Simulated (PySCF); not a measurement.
## Solvent effects on NMR parameters

Molfile (atoms numbered from 1):
```
C6H12F2O
     RDKit          3D

 21 20  0  0  0  0  0  0  0  0999 V2000
   -2.1166   -1.3162    0.3876 C   0  0  0  0  0  0  0  0  0  0  0  0
   -1.2201   -0.2436   -0.1954 C   0  0  0  0  0  0  0  0  0  0  0  0
   -1.7882    1.1540   -0.0127 C   0  0  0  0  0  0  0  0  0  0  0  0
    0.0390   -0.3739    0.4434 O   0  0  0  0  0  0  0  0  0  0  0  0
    1.1488    0.1419   -0.2406 C   0  0  2  0  0  0  0  0  0  0  0  0
    2.0466   -0.9835   -0.7162 C   0  0  0  0  0  0  0  0  0  0  0  0
    1.8672    1.0835    0.7099 C   0  0  0  0  0  0  0  0  0  0  0  0
    1.0947    2.1587    0.9760 F   0  0  0  0  0  0  0  0  0  0  0  0
    3.0089    1.5339    0.1379 F   0  0  0  0  0  0  0  0  0  0  0  0
   -3.1170   -1.2825   -0.0681 H   0  0  0  0  0  0  0  0  0  0  0  0
   -2.2239   -1.1681    1.4731 H   0  0  0  0  0  0  0  0  0  0  0  0
   -1.6842   -2.3135    0.2200 H   0  0  0  0  0  0  0  0  0  0  0  0
   -1.0897   -0.4421   -1.2794 H   0  0  0  0  0  0  0  0  0  0  0  0
   -2.7599    1.2495   -0.5208 H   0  0  0  0  0  0  0  0  0  0  0  0
   -1.9289    1.3639    1.0586 H   0  0  0  0  0  0  0  0  0  0  0  0
   -1.1117    1.9212   -0.4151 H   0  0  0  0  0  0  0  0  0  0  0  0
    0.8367    0.7626   -1.1024 H   0  0  0  0  0  0  0  0  0  0  0  0
    2.9283   -0.5957   -1.2449 H   0  0  0  0  0  0  0  0  0  0  0  0
    1.4854   -1.6403   -1.3959 H   0  0  0  0  0  0  0  0  0  0  0  0
    2.3813   -1.5902    0.1392 H   0  0  0  0  0  0  0  0  0  0  0  0
    2.1170    0.5898    1.6658 H   0  0  0  0  0  0  0  0  0  0  0  0
  1  2  1  0
  2  3  1  0
  2  4  1  0
  4  5  1  0
  5  6  1  0
  5  7  1  0
  7  8  1  0
  7  9  1  0
  1 10  1  0
  1 11  1  0
  1 12  1  0
  2 13  1  0
  3 14  1  0
  3 15  1  0
  3 16  1  0
  5 17  1  6
  6 18  1  0
  6 19  1  0
  6 20  1  0
  7 21  1  0
M  END
```

GIAO PBE0/pcSseg-1 in PySCF 2.14.0 with density-fitted response routines on one PBE0-D3(BJ)/def2-SVP conformer, non-relativistic, equivalent nuclei averaged. Solvents enter as an IEF-PCM continuum (tetrahydrofuran with ε = 7.4, methanol with ε = 32.6) around the gas-phase geometry. Shifts are referred to TMS, CFCl3 computed in the same medium.

Gas phase, δ in ppm: C7 120.7, C5 75.9, C2 74.0, C1 25.3, C3 23.1, C6 17.1, F8 -138.5, F9 -145.8, H21 5.27, H13 3.22, H17 2.99, H10/H11/H12 1.17, H18/H19/H20 1.12, H14/H15/H16 1.09. Dipole moment 1.98 D.

Problem. How does each δ change in the continuum?

Solution. 
```csv
atoms,environment,"Δδ, tetrahydrofuran","Δδ, methanol"
C7,sp3 CH bonded to 2 F,+1.4,+1.7
C5,sp3 CH bonded to O,+0.4,+0.4
C2,sp3 CH bonded to O,+0.4,+0.5
C1,methyl carbon,+0.3,+0.4
C3,methyl carbon,+0.4,+0.5
C6,methyl carbon,+0.4,+0.5
F8,fluorine of a CF2 group,-2.2,-2.6
F9,fluorine of a CF2 group,-1.4,-1.6
H21,hydrogen on an sp3 CH bonded to 2 F,+0.16,+0.19
H13,hydrogen on an sp3 CH bonded to O,+0.18,+0.23
H17,hydrogen on an sp3 CH bonded to O,+0.22,+0.28
H10/H11/H12,hydrogen on a methyl carbon,0.00,0.00
H18/H19/H20,hydrogen on a methyl carbon,+0.05,+0.05
H14/H15/H16,hydrogen on a methyl carbon,-0.02,-0.02
```

Changes are relative to the gas phase. The dipole moment becomes 2.35 D in tetrahydrofuran, 2.44 D in methanol.

Problem. Which nuclei move most (in ppm), and what does the model miss?

Solution. F8 (fluorine of a CF2 group, -2.6 ppm) in methanol. A continuum only polarises the solute; specific hydrogen bonds, the anisotropy of aromatic solvents and changes of geometry or conformer are outside it.
